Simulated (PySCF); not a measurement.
BrHOS₂W, SMILES [O]=[W](=[S])([SH])[Br], multiplicity 1.

Geometry: B3LYP-D3(BJ)/def2-SVP. The spin state was assumed, not searched. The def2 effective core potentials stand for the cores of W; spin–orbit coupling is left out. Other conformers were not sampled.

Two levels are set side by side: PBE/def2-TZVP (PySCF) and CAM-B3LYP/def2-TZVP (PySCF). Same geometry, gas phase. Differences are taken from unrounded values.

| quantity | CAM-B3LYP |
|---|---|
| orbital gap (eV) | 6.95 |
| highest occupied level (eV) | -9.37 |
| lowest empty level (eV) | -2.42 |
| dipole moment (D) | 2.00 |
| mean polarisability (bohr³) | 102.7 |

Question: What does PBE give, and how far is it from CAM-B3LYP? (An estimate is asked for; the answer gives what the named calculation found.)

Answer: 
| quantity | PBE | PBE minus CAM-B3LYP |
|---|---|---|
| orbital gap (eV) | 2.86 | -4.09 |
| highest occupied level (eV) | -6.87 | 2.50 |
| lowest empty level (eV) | -4.01 | -1.59 |
| dipole moment (D) | 1.99 | -0.01 |
| mean polarisability (bohr³) | 105.8 | 3.1 |

PBE's occupied levels lie high since its potential decays too fast outside the molecule; exact exchange lowers them and widens the gap. Loosely held outer electrons make PBE densities more polarisable. Differences between two approximate levels are no errors against the true value.

Rough cost on one machine, each run with all the roots and properties that it gave: CAM-B3LYP against PBE within a factor of 2.
